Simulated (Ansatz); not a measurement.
Start from `[OH][W]([OH])([OH])([OH])([F])[Cl]` and change one atom or group to get `[OH][W]([OH])([OH])([F])([F])[Cl]`.

Ansatz, PBE0-D4/def2-TZVP geometries, multiplicity 1. Each molecule was computed in one conformer, which needn't be the lowest.

Elements past krypton have def2 core potentials.

```
                                      property  `[OH][W]([OH])([OH])([OH])([F])[Cl]`
           HOMO energy (B3LYP/def2-TZVPP) / eV                                 -8.24
zero-point energy (PBE0-D4/def2-TZVP) / kJ/mol                                 154.8
           LUMO energy (B3LYP/def2-TZVPP) / eV                                 -3.33
             HOMO energy (PBE/def2-TZVPP) / eV                                 -7.03
         HOMO energy (ωB97M-V/def2-TZVPP) / eV                                -10.80
size of the dipole moment (PBE/def2-TZVPP) / D                                  1.78
```

(1) What does the change do to each property? (Estimate.)

## Answers

(1) Ansatz gave: 
| property | `[OH][W]([OH])([OH])([F])([F])[Cl]` | shift |
| --- | --- | --- |
| HOMO energy (B3LYP/def2-TZVPP) / eV | -8.62 | -0.38 |
| zero-point energy (PBE0-D4/def2-TZVP) / kJ/mol | 124.1 | -30.7 |
| LUMO energy (B3LYP/def2-TZVPP) / eV | -3.63 | -0.30 |
| HOMO energy (PBE/def2-TZVPP) / eV | -7.40 | -0.37 |
| HOMO energy (ωB97M-V/def2-TZVPP) / eV | -11.17 | -0.37 |
| size of the dipole moment (PBE/def2-TZVPP) / D | 2.47 | 0.69 |

With PBE0 the HOMO falls by 0.39 eV and the LUMO falls by 0.30 eV, so the gap widens by about 0.09 eV. PBE moves the HOMO by -0.37 eV and ωB97M-V by -0.37 eV. The zero-point energy changes by -30.7 kJ/mol with -3 modes. Dipoles are sizes alone; their direction can turn.

B3LYP here is the variant with VWN-RPA as its local correlation; programs differ in this.
